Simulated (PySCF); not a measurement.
PySCF 2.14 output of an unrestricted r2SCAN calculation on a single atom or ion in def2-QZVPPD with the def2 core potential (60 electrons), with a scalar-relativistic core potential:

```
SCF conv_tol = 1e-09
number electrons alpha = 10  beta = 10
    J. W. Furness, A. D. Kaplan, J. Ning, J. P. Perdew, and J. Sun.,  J. Phys. Chem. Lett. 11, 8208-8215 (2020)
    J. W. Furness, A. D. Kaplan, J. Ning, J. P. Perdew, and J. Sun.,  J. Phys. Chem. Lett. 11, 9248-9248 (2020)
    J. W. Furness, A. D. Kaplan, J. Ning, J. P. Perdew, and J. Sun.,  J. Phys. Chem. Lett. 11, 8208-8215 (2020)
    J. W. Furness, A. D. Kaplan, J. Ning, J. P. Perdew, and J. Sun.,  J. Phys. Chem. Lett. 11, 9248-9248 (2020)
cycle= 1 E= -212.939333830915  delta_E= -0.00764  |g|= 0.00754  |ddm|= 0.409
cycle= 2 E= -212.939366808597  delta_E= -3.3e-05  |g|= 0.00153  |ddm|= 0.0567
cycle= 3 E= -212.939367381397  delta_E= -5.73e-07  |g|= 0.000841  |ddm|= 0.00794
cycle= 4 E= -212.939367529489  delta_E= -1.48e-07  |g|= 3.99e-05  |ddm|= 0.00174
cycle= 5 E= -212.939367529843  delta_E= -3.54e-10  |g|= 1.55e-06  |ddm|= 0.000102
converged SCF energy = -212.939367529843  <S^2> = 0  2S+1 = 1
```

The run itself started from symmetry-adapted Hartree-Fock orbitals and held the occupation by maximum overlap, on a logarithmic radial grid, so the iterations belong to that start.

Question: Which element, charge and spin multiplicity is this?

Answer: Bi³⁺ (bismuth, charge +3), multiplicity 1; the state was [Xe] 4f14 5d10 6s2, closed-shell 1S.

Energies and moments cover only the electrons outside the core potential. Spin-orbit coupling, which splits the p, d and f shells strongly at this Z, is absent.
